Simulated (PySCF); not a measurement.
Mg(F)(SH) (FHMgS), SMILES [F][Mg][SH].

The structure is a stationary point at B3LYP-D3(BJ)/def2-TZVP. Other conformers were not sampled.

Method: PBE/def2-TZVPD (PySCF).

Gas-phase values at a fixed geometry.

```yaml
total_energy: -698.49447 hartree
point_group: Cs
highest_occupied_level: -6.26 eV
lowest_empty_level: -2.36 eV
orbital_gap: 3.90 eV
dipole_moment: 0.90 D
quadrupole, principal values (traceless, Buckingham form, about the centre of nuclear charge): -17.38, 5.63, 11.76 D·Å
mean_static_polarisability: 48.1 bohr³ (7.13 Å³)
polarisability_principal_values: 41.1, 44.6, 58.7 bohr³
```
